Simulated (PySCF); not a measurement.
Species: C₅H₁₄P₂.
Atom-mapped SMILES: `[CH3:1][PH:2][CH2:3][CH2:4][P:5]([CH3:6])[CH3:7]` (hydrogens: H8, H9, H10 on C1; H11 on P2; H12, H13 on C3; H14, H15 on C4; H16, H17, H18 on C6; H19, H20, H21 on C7)

The same species was optimised twice, with GFN2-xTB and with PBE0-D3(BJ)/def2-SVP (PySCF), and the same property calculations (PySCF, gas phase) were run on both structures.

```
     coordinate  GFN2-xTB  PBE0-D3(BJ)/def2-SVP  change
      P2–C3 (Å)     1.854                 1.871  +0.017
      C1–P2 (Å)     1.840                 1.851  +0.011
      C4–P5 (Å)     1.855                 1.865  +0.010
      P5–C7 (Å)     1.840                 1.847  +0.007
      P5–C6 (Å)     1.855                 1.850  -0.005
      C3–C4 (Å)     1.524                 1.527  +0.003
   C3–C4–P5 (°)     107.6                 114.4    +6.8
   P2–C3–C4 (°)     107.4                 113.5    +6.1
   C6–P5–C7 (°)      98.3                  99.9    +1.6
   C1–P2–C3 (°)     100.0                 100.5    +0.5
   C4–P5–C7 (°)      99.7                 100.1    +0.4
   C4–P5–C6 (°)      98.1                  98.4    +0.3
C1–P2–C3–C4 (°)       -74                   -64     +10
P2–C3–C4–P5 (°)       -24                   -41     -17
C3–C4–P5–C6 (°)      -174                  -167      +7
```

Rotational constants: A = 2811, B = 1131, C = 1073 MHz (GFN2-xTB) against A = 2928, B = 962.3, C = 894.7 MHz (PBE0-D3(BJ)/def2-SVP). Point groups within 0.08 Å: C1 and C1.

On the GFN2-xTB structure: HOMO (eV) -5.74 [PBE0/pcSseg-1]; LUMO (eV) 0.53 [PBE0/pcSseg-1]; dipole (D) 1.58 [PBE0/pcSseg-1]; GIAO shielding of C1 (ppm) 178.3 [PBE0/pcSseg-1]; GIAO shielding of P2 (ppm) 456.6 [PBE0/pcSseg-1]; GIAO shielding of C3 (ppm) 165.1 [PBE0/pcSseg-1]; GIAO shielding of C4 (ppm) 156.4 [PBE0/pcSseg-1]; GIAO shielding of P5 (ppm) 412.9 [PBE0/pcSseg-1]; GIAO shielding of C6/C7 (mean) (ppm) 169.8 [PBE0/pcSseg-1].

Question: What do these properties become on the PBE0-D3(BJ)/def2-SVP structure?

Answer: 
| property | level | on GFN2-xTB | on PBE0-D3(BJ)/def2-SVP | change |
| --- | --- | --- | --- | --- |
| HOMO (eV) | PBE0/pcSseg-1 | -5.74 | -6.09 | -0.35 |
| LUMO (eV) | PBE0/pcSseg-1 | 0.53 | 0.64 | +0.11 |
| dipole (D) | PBE0/pcSseg-1 | 1.58 | 1.97 | +0.39 |
| energy, GFN2-xTB geometry as zero (kcal/mol) | PBE0/pcSseg-1 | 0.0 | -7.7 | -7.7 |
| GIAO shielding of C1 (ppm) | PBE0/pcSseg-1 | 178.3 | 179.3 | +1.0 |
| GIAO shielding of P2 (ppm) | PBE0/pcSseg-1 | 456.6 | 424.0 | -32.6 |
| GIAO shielding of C3 (ppm) | PBE0/pcSseg-1 | 165.1 | 163.8 | -1.3 |
| GIAO shielding of C4 (ppm) | PBE0/pcSseg-1 | 156.4 | 153.5 | -2.9 |
| GIAO shielding of P5 (ppm) | PBE0/pcSseg-1 | 412.9 | 395.2 | -17.7 |
| GIAO shielding of C6/C7 (mean) (ppm) | PBE0/pcSseg-1 | 169.8 | 169.1 | -0.7 |

The heavy atoms differ by 0.223 Å rms after alignment. Among bonds between heavy atoms P2–C3 changes most (+0.017 Å). Changes are differences of the printed values. Neither structure is proved a minimum here.

The values belong to the conformer `[CH3:1][PH:2][CH2:3][CH2:4][P:5]([CH3:6])[CH3:7]`: C1–P2–C3–C4 -64°, P2–C3–C4–P5 -41°, C3–C4–P5–C6 -167°.
